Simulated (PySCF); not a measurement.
Molfile (atoms numbered from 1):
```
C4H11NOSi2
     RDKit          3D

 19 19  0  0  0  0  0  0  0  0999 V2000
    0.8926    2.6642   -0.4582 N   0  0  0  0  0  0  0  0  0  0  0  0
    0.1626    1.7142   -0.8188 C   0  0  0  0  0  0  0  0  0  0  0  0
    0.1578    0.3014   -0.2818 C   0  0  1  0  0  0  0  0  0  0  0  0
    1.1871    0.1238    0.6512 O   0  0  0  0  0  0  0  0  0  0  0  0
    2.6831   -0.4534    0.4364 Si  0  0  0  0  0  4  0  0  0  0  0  0
   -1.1787    0.0387    0.3786 C   0  0  1  0  0  0  0  0  0  0  0  0
   -2.3401   -0.3976   -0.5232 C   0  0  0  0  0  0  0  0  0  0  0  0
   -1.7664   -1.7320    0.6772 Si  0  0  0  0  0  4  0  0  0  0  0  0
    1.5674    2.4108    0.2658 H   0  0  0  0  0  0  0  0  0  0  0  0
   -0.5885    1.9118   -1.5779 H   0  0  0  0  0  0  0  0  0  0  0  0
    0.2858   -0.3923   -1.1262 H   0  0  0  0  0  0  0  0  0  0  0  0
    2.6294   -1.8523   -0.0042 H   0  0  0  0  0  0  0  0  0  0  0  0
    3.4335    0.3002   -0.5740 H   0  0  0  0  0  0  0  0  0  0  0  0
    3.1872   -0.2789    1.7880 H   0  0  0  0  0  0  0  0  0  0  0  0
   -1.4180    0.8075    1.1061 H   0  0  0  0  0  0  0  0  0  0  0  0
   -3.2726    0.1272   -0.3697 H   0  0  0  0  0  0  0  0  0  0  0  0
   -2.1075   -0.4830   -1.5765 H   0  0  0  0  0  0  0  0  0  0  0  0
   -2.5716   -1.9916    1.8545 H   0  0  0  0  0  0  0  0  0  0  0  0
   -0.9529   -2.8094    0.1451 H   0  0  0  0  0  0  0  0  0  0  0  0
  9  1  1  0
  1  2  2  0
  2  3  1  0
  3  4  1  0
  4  5  1  0
  3  6  1  0
  6  7  1  0
  7  8  1  0
  8  6  1  0
  2 10  1  0
  3 11  1  6
  5 12  1  0
  5 13  1  0
  5 14  1  0
  6 15  1  1
  7 16  1  0
  7 17  1  0
  8 18  1  0
  8 19  1  0
M  END
```

All values are calculated (PySCF 2.14): PBE0/pcSseg-1 with gauge-including orbitals, coordinates at the GFN2-xTB level. Equivalent nuclei averaged, non-relativistic Hamiltonian, no solvent model, single conformer.

Task: List the cross peaks expected in HSQC, COSY and HMBC spectra.

Result: 

HSQC (one-bond C–H):
```tsv
δH	δC
8.02 (H10)	173.5 (C2)
2.87 (H11)	82.7 (C3)
1.16 (H15)	17.6 (C6)
0.93 (H16)	-0.5 (C7)
0.56 (H17)	-0.5 (C7)
```

COSY cross peaks (H two or three bonds apart, from the bond graph; peaks can be absent where the dihedral angle is near 90°):
```tsv
δH	δH
8.02 (H10)	2.87 (H11)
2.87 (H11)	1.16 (H15)
2.66 (H18)	2.54 (H19)
2.66 (H18)	1.16 (H15)
2.66 (H18)	0.93 (H16)
2.66 (H18)	0.56 (H17)
2.54 (H19)	1.16 (H15)
2.54 (H19)	0.93 (H16)
2.54 (H19)	0.56 (H17)
1.16 (H15)	0.93 (H16)
1.16 (H15)	0.56 (H17)
0.93 (H16)	0.56 (H17)
```

HMBC (two and three bonds, from the bond graph):
```tsv
δH	δC
8.02 (H10)	82.7 (C3), 17.6 (C6)
4.89 (H12/H13/H14)	82.7 (C3)
2.87 (H11)	173.5 (C2), 17.6 (C6), -0.5 (C7)
2.66 (H18)	82.7 (C3), 17.6 (C6), -0.5 (C7)
2.54 (H19)	82.7 (C3), 17.6 (C6), -0.5 (C7)
1.16 (H15)	173.5 (C2), 82.7 (C3), -0.5 (C7)
0.93 (H16)	82.7 (C3), 17.6 (C6)
0.56 (H17)	82.7 (C3), 17.6 (C6)
```

Shifts are taken against calculated references (same method and geometry level): 1H and 13C vs TMS.

Short H···H contacts in this conformer between protons four or more bonds apart (candidates for NOE cross peaks, intensity ∝ r⁻⁶): H11···H17 2.44 Å.

OH and NH positions are those of a molecule without intermolecular hydrogen bonds; in solution they move with solvent, concentration and temperature, and exchange usually removes their couplings. Shifts are as computed. Against solution values, carbons near 30 ppm lie about +3 ppm off and those near 130 ppm about +5 ppm. Of 1309 compounds with measured shifts, 239 miss one by over three times the rms of a fit or turn the order of signals round; such compounds aren't used in these exercises.
